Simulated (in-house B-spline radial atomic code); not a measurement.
**Ionising Ge⁷⁺ with different functionals**

Computed with a radial B-spline atomic code at the basis-set limit: four-component Dirac-Coulomb Hamiltonian, Fermi nucleus of rms radius 4.0742 fm, spin-restricted, spherical fractional occupations for the functionals. The ionisation energy is the difference of two self-consistent energies, [Ar] 3d7 → [Ar] 3d6, without Breit or QED terms; ε is the level of the shell that loses the electron (mean over j). The electron is taken from both j subshells in proportion to 2j + 1, so the result is a j average, not the step between ground levels.

Hybrids are left out here: with spherical fractional occupations of an open shell their exact exchange keeps a self-interaction that integer-occupation calculations don't have.

```
           method  rung  ΔSCF (eV)  -ε(3d) (eV)
         LDA VWN5   LDA     179.90       163.77
 relativistic LDA   LDA     179.91       163.79
         LDA PW92   LDA     179.89       163.76
LDA exchange-only   LDA          ?            ?
              PBE   GGA          ?            ?
           PBEsol   GGA     179.54       163.41
             BLYP   GGA     179.49       163.37
             RPBE   GGA     179.52       163.39
             PW91   GGA     179.77       163.64
             BP86   GGA     179.67       163.53
             AM05   GGA     179.59       163.46
             OLYP   GGA     180.39       164.22
```

**Question.** What does PBE give?

**Answer.** ΔSCF 179.60 eV, and -ε(3d) = 163.47 eV.

**Question.** What does LDA exchange-only give?

**Answer.** ΔSCF 177.67 eV, and -ε(3d) = 161.58 eV.

**Question.** How do they compare with the NIST value?

**Answer.** NIST lists 176 eV ± 1.7 (tabulated theory, ground level to ground level). Errors run from +1.27 to +3.99 eV. The correlated functionals all miss on the same side by more than they spread, so the cause is common to them (Breit-QED terms, spin polarisation, the choice among j levels, multiplet and fine-structure energies, or a listed next ion that isn't the cheapest removal here) and closeness doesn't rank the functionals.
